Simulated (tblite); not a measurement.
Compound: C₆H₁₆OSSi.
SMILES with atom numbers: `[CH3:1][O:2][Si@@H:3]([SH:4])[CH2:5][C:6]([CH3:7])([CH3:8])[CH3:9]` (hydrogens: H10, H11, H12 on C1; H13 on Si3; H14 on S4; H15, H16 on C5; H17, H18, H19 on C7; H20, H21, H22 on C8; H23, H24, H25 on C9)

Computed with GFN2-xTB (tblite), gas phase: L-BFGS steps from a force-field or distance-geometry start until the largest atomic force falls under 0.01 eV/Å.

Step 44: E = -819.7148 eV
```
atom  x, y, z in Å  |  force x, y, z in eV/Å
C1      3.8928   -0.8507    0.4717    0.013   0.012   0.013
O2      2.5028   -1.0072    0.4922   -0.002   0.013   0.015
Si3     1.3803    0.1620    0.4885   -0.079  -0.060   0.008
S4      2.0893    1.7264   -0.8414    0.033   0.027  -0.088
C5     -0.1362   -0.7664   -0.1545   -0.002  -0.043  -0.019
C6     -1.4930   -0.0518   -0.1749    0.073   0.027   0.010
C7     -1.9521    0.2456    1.2537   -0.005   0.000  -0.028
C8     -2.5173   -0.9794   -0.8451    0.079   0.060   0.043
C9     -1.3957    1.2509   -0.9699   -0.011   0.000   0.002
H10     4.2486   -0.5004    1.4421    0.041  -0.051   0.034
H11     4.3349   -1.8178    0.2383    0.021  -0.016   0.026
H12     4.1870   -0.1227   -0.2880   -0.010   0.005  -0.019
H13     1.2640    0.8194    1.7894    0.046   0.021   0.013
H14     2.3589    2.6181    0.0960    0.004   0.048   0.032
H15     0.0971   -1.1029   -1.1682   -0.038  -0.016  -0.013
H16    -0.2345   -1.6680    0.4536    0.018  -0.022  -0.034
H17    -1.1899    0.7884    1.8029    0.020   0.044  -0.007
H18    -2.8545    0.8491    1.2375   -0.082   0.023   0.008
H19    -2.1699   -0.6734    1.7922    0.038  -0.042  -0.009
H20    -2.5516   -1.9393   -0.3345   -0.023   0.002   0.011
H21    -3.5088   -0.5363   -0.8126   -0.037   0.016  -0.012
H22    -2.2530   -1.1570   -1.8853   -0.004   0.016   0.004
H23    -1.1091    1.0439   -1.9987    0.018   0.024   0.009
H24    -0.6524    1.9185   -0.5405   -0.066  -0.035   0.018
H25    -2.3487    1.7751   -0.9779   -0.044  -0.054  -0.018
```

Step 45: E = -819.7170 eV
```
atom  x, y, z in Å  |  force x, y, z in eV/Å
C1      3.8913   -0.8511    0.4708    0.020   0.010   0.031
O2      2.5023   -1.0100    0.4935   -0.028   0.001  -0.005
Si3     1.3792    0.1587    0.4898   -0.046  -0.016  -0.004
S4      2.0887    1.7233   -0.8427    0.031   0.029  -0.060
C5     -0.1373   -0.7656   -0.1563   -0.007  -0.055  -0.015
C6     -1.4935   -0.0498   -0.1742    0.045   0.024  -0.009
C7     -1.9524    0.2474    1.2544    0.002   0.004  -0.017
C8     -2.5174   -0.9781   -0.8437    0.049   0.035   0.021
C9     -1.3964    1.2523   -0.9697   -0.011   0.000  -0.006
H10     4.2446   -0.5034    1.4414    0.065  -0.018   0.076
H11     4.3372   -1.8167    0.2409    0.016  -0.029  -0.006
H12     4.1847   -0.1202   -0.2863   -0.012  -0.006  -0.028
H13     1.2734    0.8236    1.7883    0.030   0.005   0.009
H14     2.3565    2.6159    0.0957    0.000   0.033   0.012
H15     0.0955   -1.1035   -1.1692   -0.033   0.014  -0.044
H16    -0.2342   -1.6709    0.4449    0.000  -0.033   0.014
H17    -1.1903    0.7930    1.8025    0.003   0.038  -0.017
H18    -2.8581    0.8485    1.2403   -0.044  -0.011   0.006
H19    -2.1630   -0.6741    1.7923    0.024  -0.020  -0.008
H20    -2.5479   -1.9378   -0.3313   -0.038   0.014   0.001
H21    -3.5127   -0.5396   -0.8161    0.020   0.007   0.004
H22    -2.2508   -1.1577   -1.8837   -0.009   0.020   0.020
H23    -1.1014    1.0470   -1.9969    0.008   0.022   0.023
H24    -0.6570    1.9196   -0.5343   -0.065  -0.012   0.016
H25    -2.3518    1.7731   -0.9840   -0.021  -0.058  -0.014
```

Step 46: E = -819.7184 eV
```
atom  x, y, z in Å  |  force x, y, z in eV/Å
C1      3.8932   -0.8494    0.4711    0.016   0.001   0.039
O2      2.5039   -1.0125    0.4921   -0.016   0.003  -0.013
Si3     1.3779    0.1538    0.4885   -0.001   0.030  -0.017
S4      2.0863    1.7245   -0.8427    0.026   0.023  -0.023
C5     -0.1386   -0.7683   -0.1594   -0.006  -0.047  -0.006
C6     -1.4932   -0.0491   -0.1741    0.008   0.010  -0.014
C7     -1.9513    0.2482    1.2550    0.010   0.003  -0.022
C8     -2.5192   -0.9751   -0.8419    0.020   0.022  -0.005
C9     -1.3974    1.2520   -0.9700   -0.008  -0.003  -0.015
H10     4.2437   -0.5012    1.4426    0.061  -0.005   0.073
H11     4.3445   -1.8140    0.2450   -0.004  -0.017  -0.017
H12     4.1854   -0.1178   -0.2862   -0.015  -0.016  -0.019
H13     1.2804    0.8250    1.7855    0.015  -0.015   0.001
H14     2.3552    2.6155    0.0992   -0.007   0.010  -0.012
H15     0.0919   -1.1069   -1.1723   -0.026   0.033  -0.060
H16    -0.2345   -1.6756    0.4380   -0.015  -0.039   0.041
H17    -1.1864    0.7878    1.8046    0.013   0.048  -0.012
H18    -2.8543    0.8542    1.2440   -0.031  -0.026  -0.003
H19    -2.1644   -0.6744    1.7893    0.013  -0.024   0.004
H20    -2.5568   -1.9307   -0.3236   -0.039  -0.011   0.009
H21    -3.5143   -0.5341   -0.8245    0.041   0.016   0.021
H22    -2.2494   -1.1633   -1.8794    0.000   0.019   0.012
H23    -1.0925    1.0481   -1.9948    0.003   0.022   0.031
H24    -0.6649    1.9208   -0.5274   -0.051   0.019   0.015
H25    -2.3562    1.7668   -0.9920   -0.006  -0.056  -0.012
```

Step 47: E = -819.7195 eV
```
atom  x, y, z in Å  |  force x, y, z in eV/Å
C1      3.8936   -0.8505    0.4723    0.014  -0.001   0.034
O2      2.5038   -1.0139    0.4935   -0.008   0.012  -0.007
Si3     1.3770    0.1525    0.4888    0.036   0.050  -0.030
S4      2.0872    1.7254   -0.8437    0.020   0.014   0.012
C5     -0.1389   -0.7698   -0.1604   -0.002  -0.025  -0.001
C6     -1.4923   -0.0480   -0.1739   -0.022  -0.013  -0.013
C7     -1.9518    0.2492    1.2548    0.012   0.008   0.014
C8     -2.5180   -0.9735   -0.8411   -0.032  -0.027  -0.012
C9     -1.3987    1.2522   -0.9704   -0.004  -0.009   0.000
H10     4.2456   -0.5042    1.4446    0.048   0.000   0.052
H11     4.3467   -1.8145    0.2451   -0.019  -0.011  -0.017
H12     4.1838   -0.1187   -0.2861   -0.010  -0.020   0.001
H13     1.2841    0.8288    1.7842    0.008  -0.027  -0.007
H14     2.3550    2.6174    0.0992   -0.013  -0.009  -0.031
H15     0.0905   -1.1070   -1.1744   -0.024   0.036  -0.049
H16    -0.2347   -1.6776    0.4363   -0.020  -0.033   0.037
H17    -1.1866    0.7921    1.8036   -0.030   0.022  -0.028
H18    -2.8586    0.8531    1.2446    0.027  -0.066  -0.003
H19    -2.1605   -0.6766    1.7887    0.016   0.030  -0.010
H20    -2.5559   -1.9305   -0.3226   -0.036   0.026  -0.013
H21    -3.5150   -0.5341   -0.8245    0.074   0.010   0.026
H22    -2.2489   -1.1616   -1.8792   -0.001   0.018   0.024
H23    -1.0910    1.0494   -1.9941    0.004   0.019   0.016
H24    -0.6684    1.9206   -0.5253   -0.038   0.047   0.017
H25    -2.3591    1.7639   -0.9936   -0.002  -0.050  -0.013
```

**Question.** Estimate the geometry and energy of step 48. (The exact step hangs on the optimiser's Hessian estimate; all steps are aligned on step 47, rigid shifts and turns removed.)

**Answer.** E = -819.7206 eV, largest force 0.078 eV/Å
```
atom  x, y, z in Å  |  force x, y, z in eV/Å
C1      3.8952   -0.8500    0.4741    0.005  -0.006   0.024
O2      2.5045   -1.0155    0.4917    0.020   0.022   0.006
Si3     1.3768    0.1507    0.4873    0.047   0.049  -0.038
S4      2.0866    1.7274   -0.8441    0.013  -0.001   0.025
C5     -0.1394   -0.7730   -0.1625    0.005   0.000   0.006
C6     -1.4916   -0.0478   -0.1741   -0.030  -0.034   0.001
C7     -1.9507    0.2497    1.2549    0.013   0.002   0.008
C8     -2.5184   -0.9718   -0.8401   -0.045  -0.032  -0.017
C9     -1.3992    1.2518   -0.9705    0.000  -0.012   0.005
H10     4.2470   -0.5027    1.4474    0.025  -0.007   0.015
H11     4.3510   -1.8134    0.2467   -0.035   0.006  -0.008
H12     4.1830   -0.1186   -0.2862   -0.001  -0.023   0.021
H13     1.2873    0.8284    1.7827    0.002  -0.035  -0.015
H14     2.3545    2.6188    0.1000   -0.015  -0.016  -0.034
H15     0.0873   -1.1078   -1.1783   -0.020   0.034  -0.025
H16    -0.2357   -1.6814    0.4344   -0.018  -0.014   0.019
H17    -1.1843    0.7905    1.8040   -0.029   0.022  -0.024
H18    -2.8566    0.8551    1.2461    0.033  -0.068  -0.008
H19    -2.1613   -0.6767    1.7869    0.018   0.030  -0.001
H20    -2.5627   -1.9260   -0.3183   -0.025   0.002  -0.006
H21    -3.5138   -0.5303   -0.8280    0.055   0.027   0.027
H22    -2.2477   -1.1644   -1.8765    0.005   0.012   0.010
H23    -1.0861    1.0503   -1.9926    0.010   0.019   0.009
H24    -0.6747    1.9225   -0.5205   -0.024   0.061   0.013
H25    -2.3618    1.7583   -0.9981   -0.009  -0.040  -0.013
```

The energy changes by -0.0011 eV. The first-order estimate −F·Δx gives -0.0015 eV and the mean of the old and new forces, exact on a quadratic surface, -0.0011 eV. The step makes an angle of 72° with the force vector and moves no atom by more than 0.009 Å.

What follows is the cost of the whole relaxation. On an Intel Xeon 6975P-C with one thread, shared host with 192 logical CPUs at a one-minute load of 47, this took 2.1 s wall.
